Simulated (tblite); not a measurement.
C8H14OSi.
Atom-mapped SMILES: `[CH2:1]=[C:2](/[CH:3]=[CH:4]\[O:5]/[CH:6]=[CH:7]/[CH3:8])[SiH2:9][CH3:10]` (hydrogens: H11, H12 on C1; H13 on C3; H14 on C4; H15 on C6; H16 on C7; H17, H18, H19 on C8; H20, H21 on Si9; H22, H23, H24 on C10)

A start from a force field or distance geometry was refined with tblite 0.8.0, GFN2-xTB geometry optimisation, gas phase. Values at the start:

```tsv
coordinate	start
C1=C2	1.328 Å
C1–H11	1.081 Å
C1–H12	1.100 Å
C2–Si9	1.818 Å
C3–H13	1.111 Å
C4–O5	1.403 Å
C4–H14	1.092 Å
O5–C6	1.411 Å
C6=C7	1.316 Å
C6–H15	1.083 Å
C7–C8	1.484 Å
C7–H16	1.075 Å
C8–H17	1.111 Å
Si9–C10	1.854 Å
Si9–H20	1.482 Å
C10–H22	1.111 Å
C1–C2–C3	116.9°
C1–C2–Si9	117.8°
C2–C3–C4	122.3°
C2–Si9–C10	113.5°
C3–C2–Si9	125.3°
C4–O5–C6	113.4°
O5–C6–C7	122.5°
C6–C7–C8	116.2°
C1–C2–C3–C4	180°
C1–C2–Si9–C10	-1°
C3–C4–O5–C6	127°
C4–O5–C6–C7	148°
```

**Question.** How do these coordinates change at the GFN2-xTB level?

**Answer.** 
```csv
coordinate,GFN2-xTB (Å or °),change
C2–Si9,1.897,+0.079
O5–C6,1.359,-0.052
C4–O5,1.352,-0.051
Si9–C10,1.903,+0.049
C3–H13,1.082,-0.029
C10–H22,1.086,-0.025
C8–H17,1.090,-0.021
C1–H12,1.081,-0.019
Si9–H20,1.469,-0.013
C6=C7,1.326,+0.010
C1=C2,1.337,+0.009
C7–C8,1.491,+0.007
C4–H14,1.086,-0.006
C7–H16,1.080,+0.005
C1–H11,1.076,-0.005
C6–H15,1.087,+0.004
C6–C7–C8,123.8,+7.6
C4–O5–C6,119.5,+6.1
C3–C2–Si9,119.3,-6.0
C2–Si9–C10,108.6,-4.9
C1–C2–Si9,122.0,+4.2
C2–C3–C4,125.0,+2.7
C1–C2–C3,118.7,+1.8
O5–C6–C7,121.7,-0.8
C3–C4–O5–C6,178,+51
C4–O5–C6–C7,180,+32
C1–C2–C3–C4,-177,+3
C1–C2–Si9–C10,-3,-2
```

The energy falls by 15.9 kcal/mol over 140 L-BFGS steps, the largest force on an atom goes from 2.57 to 0.008 eV/Å, and the atoms move by 0.631 Å rms after alignment. The bond that changes most is C2–Si9 (fully substituted alkene carbon to SiH2 silicon), which lengthens by 0.079 Å. Bonds longer at the end by more than 0.005 Å: 6 of 23; shorter: 14. Among the dihedrals that turn most is C6–C7–C8–H17, from -52° to -121°. Rotational constants go from 1873, 585.6, 469.1 to 1917, 571.1, 444.9 MHz.

Time: 2.7 s wall. Hardware: Arm Neoverse N1, one thread, shared host with 64 logical CPUs at a one-minute load of 64.

Its GFN2-xTB frequencies are all real (lowest 38 cm⁻¹). One conformer, not necessarily the lowest. 3 starts were optimised and ended at 0.00, 0.00 and 0.31 kcal/mol (GFN2-xTB); the lowest of these is shown.

The numbers are calculated, not measured.
